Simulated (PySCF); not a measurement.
H$_{3}$ClSiTe (SMILES [SiH3][Te]Cl), singlet, at a GFN2-xTB geometry (core potentials on Te). Base run: PBE0/def2-SVP (PySCF).

Here is a job for PySCF.
```python
from pyscf import gto, scf, dft, solvent

mol = gto.Mole()
mol.atom = '''
    Te   -0.02326747   -0.08354989    0.66181763
    Cl   -0.99873751   -1.35438288   -1.06524320
    Si    1.03228944    1.55203614   -0.91240981
    H     2.01284786    0.91040919   -1.78191324
    H     1.69075163    2.49758987   -0.02145143
    H     0.03279420    2.23259792   -1.72828070
'''
mol.basis = 'def2-svp'
mol.ecp = {'Te': 'def2-svp'}
mol.verbose = 4
mol.build()

mf = dft.RKS(mol)
mf.xc = 'pbe0'
mf.kernel()
```

Each row names what was changed in the base input (with any setting that the change needs).

```
change                                                ΔE vs base (kcal/mol)  dipole (D)  HOMO-LUMO gap (eV)
----------------------------------------------------  ---------------------  ----------  ------------------
base                                                                  0.000        2.13                3.99
model = ddCOSMO; solvent = water                                        [?]        2.95                4.08
model = IEF-PCM; solvent = water; vdw_scale = 1.4                       [?]         [?]                 [?]
model = IEF-PCM; solvent = water; vdw_scale = 1.0                       [?]         [?]                 [?]
model = SS(V)PE; solvent = water                                      -2.32        2.93                4.07
model = IEF-PCM; solvent = water; lebedev_order = 11                  -2.36        2.95                4.07
model = IEF-PCM; solvent = toluene                                    -1.05        2.49                4.02
model = IEF-PCM; solvent = water; r_probe = 0.5                       -1.07        2.61                4.02
model = COSMO; solvent = water                                        -2.34        2.95                4.08
model = IEF-PCM; solvent = water                                      -2.34        2.95                4.08
model = C-PCM; solvent = water                                        -2.36        2.96                4.08
model = IEF-PCM; solvent = water; lebedev_order = 41                  -2.35        2.95                4.08
```

Problem. Some entries are withheld; supply them.

Solution. 
- model = ddCOSMO; solvent = water, ΔE vs base (kcal/mol): -2.50
- model = IEF-PCM; solvent = water; vdw_scale = 1.4, ΔE vs base (kcal/mol): -1.24
- model = IEF-PCM; solvent = water; vdw_scale = 1.4, dipole (D): 2.68
- model = IEF-PCM; solvent = water; vdw_scale = 1.4, HOMO-LUMO gap (eV): 4.03
- model = IEF-PCM; solvent = water; vdw_scale = 1.0, ΔE vs base (kcal/mol): -5.49
- model = IEF-PCM; solvent = water; vdw_scale = 1.0, dipole (D): 3.40
- model = IEF-PCM; solvent = water; vdw_scale = 1.0, HOMO-LUMO gap (eV): 4.17

The base is the gas phase, so ΔE is the electrostatic part of solvation at a fixed geometry, without cavity and dispersion terms.
